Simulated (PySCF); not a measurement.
Excitations are Tamm–Dancoff values on a coarser integration grid. The basis has no diffuse functions, so Rydberg states are missing or too high.

Cartesian coordinates (Å):
```xyz
8

O     -1.8113     0.1109    -0.1971
C     -0.4705    -0.1748    -0.1727
C      0.3885     0.6395     0.4377
S      2.1254     0.4404     0.5712
H     -2.2674    -0.5856    -0.6788
H     -0.1596    -1.0888    -0.6728
H      0.0244     1.5393     0.9215
H      2.2146    -0.7175    -0.1064
```
Charge 0, spin multiplicity 1.

Q: Give the dipole moment, HOMO, T1 excitation (TDA), S1–T1 gap (TDA) and total energy at the level r2SCAN-D4/def2-TZVP run with PySCF.

A: 
```json
{
  "dipole_moment": "2.67 D",
  "HOMO": "-4.88 eV",
  "T1 excitation (TDA)": "3.56 eV",
  "S1–T1 gap (TDA)": "1.28 eV",
  "total_energy": "-551.9626 Ha"
}
```
